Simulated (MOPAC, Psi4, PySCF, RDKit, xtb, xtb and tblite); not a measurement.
Two geometries of SMILES B(O)(CCC(=O)C)O, relaxed at GFN2-xTB with one dihedral held; other torsions can differ between them too.

Structure A

```
17

C      2.4558     0.7190    -0.7024
C      0.9813     0.4383    -0.5525
O      0.1725     0.8353    -1.3589
C      0.6222    -0.4059     0.6451
C     -0.8732    -0.7289     0.7654
B     -1.8165     0.5430     1.0598
O     -2.4575     0.5874     2.2502
O     -2.0109     1.5489     0.1787
H      2.8928     1.0160     0.2468
H      2.9552    -0.1894    -1.0355
H      2.6148     1.4952    -1.4463
H      1.2064    -1.3288     0.5792
H      0.9607     0.1203     1.5414
H     -1.1925    -1.2048    -0.1649
H     -0.9980    -1.4630     1.5609
H     -3.0191     1.3566     2.3558
H     -1.5014     1.4673    -0.6354
```

Structure B

```
17

C      2.4704     0.4643    -0.8594
C      0.9918     0.3125    -0.6409
O      0.1793     0.5955    -1.4938
C      0.5909    -0.2428     0.7014
C      0.2965    -1.7532     0.5730
B     -1.0802    -2.1303    -0.1799
O     -1.6227    -3.3290     0.1409
O     -1.7176    -1.3511    -1.0739
H      2.8451     1.2569    -0.2135
H      2.9806    -0.4573    -0.5886
H      2.6805     0.7174    -1.8952
H      1.3908    -0.0828     1.4254
H     -0.3124     0.2632     1.0469
H      1.1326    -2.2378     0.0635
H      0.2671    -2.1805     1.5754
H     -2.4336    -3.5207    -0.3324
H     -1.2818    -0.5229    -1.3185
```

Problem. Which is lower in energy at the level PBE0-D3(BJ)/def2-SVP // GFN2-xTB run with Psi4 1.11, and by how much?

Solution. A is lower, by 0.37 kcal/mol (dihedral O3–C2–C4–C5: 0° in A, 80° in B).

E(B) − E(A) in kcal/mol at the other levels, on the same two geometries: GFN2-xTB (xtb and tblite) -0.49; PBE0/def2-SVP // GFN2-xTB (Psi4) 0.52; PBE/def2-SVP // GFN2-xTB (Psi4) 0.31; PBE-D3(BJ)/def2-SVP // GFN2-xTB (Psi4) 0.14; UFF // GFN2-xTB (RDKit) 15.64; PM3, restricted, heats of formation // GFN2-xTB (MOPAC) -0.88; AM1, restricted, heats of formation // GFN2-xTB (MOPAC) 1.71; GFN1-xTB // GFN2-xTB (xtb) -0.03; restricted B3LYP/6-31G*, spherical d, density fitting // GFN2-xTB (PySCF) 0.20; restricted Hartree-Fock/3-21G // GFN2-xTB (PySCF) 0.26; restricted B3LYP/6-311+G**, spherical d, density fitting // GFN2-xTB (PySCF) 0.52; restricted MP2 (frozen core)/6-31G*, spherical d // GFN2-xTB (PySCF) 0.31.
